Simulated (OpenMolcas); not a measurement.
# neutral antimony: effect of the active space

```yaml
Program: OpenMolcas 26.06
Method: CASSCF or its RAS form
Basis: ANO-R3
Scalar_Hamiltonian: X2C, finite nucleus
Spin-orbit_coupling: state interaction with AMFI integrals over the reference wave functions, term energies averaged over their components
```

A. 3 electrons in 3 orbitals (5p); 2S+1 = 4 odd, 1 root; 2S+1 = 2 odd, 8 roots; cost roughly 6 core-seconds
B. 5 electrons in 4 orbitals (5s 5p); 2S+1 = 4 odd, 1 root; 2S+1 = 2 odd, 8 roots; 2S+1 = 4 even, 3 roots; cost of the order of 20 core-seconds
C. 5 electrons in 8 orbitals (5s 5p 6s 6p); 2S+1 = 4 odd, 1 root; 2S+1 = 2 odd, 8 roots kept (CI in the orbitals of an earlier block); 2S+1 = 4 even, 3 roots (0 in the spin-orbit step); cost of the order of 20 core-seconds
D. 3 electrons in 9 orbitals (RAS2 5p; RAS3 5d 6s, at most 1 electron); 2S+1 = 4 odd, 1 root; 2S+1 = 2 odd, 8 roots; 2S+1 = 4 even, 3 roots; 2S+1 = 2 even, 8 roots; cost about 40 core-seconds
E. 5 electrons in 9 orbitals (RAS2 5s 5p; RAS3 5d, at most 2 electrons); 2S+1 = 4 odd, 1 root; 2S+1 = 2 odd, 8 roots; cost roughly 40 core-seconds

Energies in cm-1 above 5s2 5p3 4S* 3/2, the measured ground level; measured values from NIST Handbook of Basic Atomic Spectroscopic Data.

| Level | A | B | C | D | E | Measured |
| --- | --- | --- | --- | --- | --- | --- |
| 5s2 5p3 4S* 3/2 | 0.0 | 0.0 | 0.0 | 0.0 | 0.0 | 0.0 |
| 5s2 5p3 2D* 3/2 | 12479 | 12152 | 11874 | 12479 | 11812 | 8512 |
| 5s2 5p3 2D* 5/2 | 13394 | 13447 | 13191 | 13394 | 12860 | 9854 |
| 5s2 5p3 2P* 1/2 | 21930 | 18679 | 18147 | 21930 | 19853 | 16395 |
| 5s2 5p3 2P* 3/2 | 23198 | 20297 | 19741 | 23198 | 21228 | 18464 |

Deviations, from unrounded energies. A percentage is the sum of absolute deviations over the sum of measured energies, with the sign that they share, or ± where signs differ.

```
                        Against measurement  Levels      A      B      C      D      E
             mean absolute deviation (cm-1)       4   4400   2800   2400   4400   3100
other terms of the ground configuration (%)       4  +33.4  +21.3  +18.3  +33.4  +23.5
```

C lies closest to measurement on these levels and A furthest from it. The largest miss of C in the table is 5s2 5p3 2D* 3/2, by +3400 cm-1. The ranking rests on the paired levels alone, and a cruder setting can come out closer through cancelling errors.

Among A to E the level of the table that moves most is 5s2 5p3 2P* 1/2, by 3800 cm-1 (lowest in C, highest in A).

With the s shell closed, the reference lacks s² → p² mixing (holds for A; D). Some high roots are left out of the spin-orbit mixing, which shifts the levels that they would mix with (holds for C). Terms from blocks run as CI alone lack orbitals of their own (holds for C). Active for correlation alone: 6p 6s; no level in the range computed is led by a configuration that fills them, so any true level of that kind is missing (holds for C). No level of 5s2 5p2 5d was computed, though it lies in the active space (holds for D). Active for correlation alone: 5d; no level in the range computed is led by a configuration that fills it, so any true level of that kind is missing (holds for E). Measured partners are found by configuration, term and J. A level has none where our copy of the source lacks it or the pairing is in doubt (some pairs that miss far off the trend of their configuration count as doubtful), and it then counts in no deviation. Only configurations of the active space appear. Levels that lie high or do not pair safely by name in every column are left out.

* marks odd parity.
